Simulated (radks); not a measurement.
Species: Mo+. Configuration: [Kr] 4d5 (the NIST ground configuration). Calculated with a radial shooting solver on a logarithmic mesh with Libxc functionals: scalar-relativistic Kohn-Sham, PBE, spin-polarised, spherical densities, finite nucleus; open shells are filled with parallel spins first (spin-orbit coupling, left out, can overturn this in heavy ions); Fermi nuclear charge, rms radius 4.4091 fm. Some entries of the table are withheld. Estimate them.

| orbital | occ. | eigenvalue (hartree) | <r^2> (bohr^2) | <r> (bohr) |
|---|---|---|---|---|
| 1s down | 1 | -728.6716 | 0.001669 | 0.03517 |
| 1s up | 1 | -728.6709 | 0.001669 | 0.03517 |
| 2s up | 1 | -103.1125 | 0.02785 | 0.1537 |
| 2s down | 1 | -103.0944 | 0.02785 | 0.1537 |
| 2p up | 3 | -92.20357 | 0.02193 | 0.1340 |
| 2p down | 3 | -92.19027 | 0.02192 | 0.1339 |
| 3s up | 1 | -17.73972 | 0.2107 | 0.4289 |
| 3s down | 1 | -17.73051 | 0.2107 | 0.4289 |
| 3p up | 3 | -14.16549 | 0.2158 | 0.4306 |
| 3p down | 3 | -14.15509 | 0.2157 | 0.4306 |
| 3d up | 5 | -8.35201 | 0.2076 | 0.4154 |
| 3d down | 5 | -8.33551 | 0.2073 | 0.4152 |
| 4s up | 1 | -2.63936 | (1) | 1.113 |
| 4s down | 1 | -2.53840 | (2) | 1.104 |
| 4p up | 3 | -1.69597 | 1.776 | (3) |
| 4p down | 3 | -1.58291 | 1.748 | (4) |
| 4d up | 5 | -0.41984 | 4.237 | (5) |
| 4d down | 0 | -0.29685 | 4.567 | (6) |

Answer. 
(1) 4s up <r^2> (bohr^2): 1.404
(2) 4s down <r^2> (bohr^2): 1.382
(3) 4p up <r> (bohr): 1.244
(4) 4p down <r> (bohr): 1.233
(5) 4d up <r> (bohr): 1.866
(6) 4d down <r> (bohr): 1.921
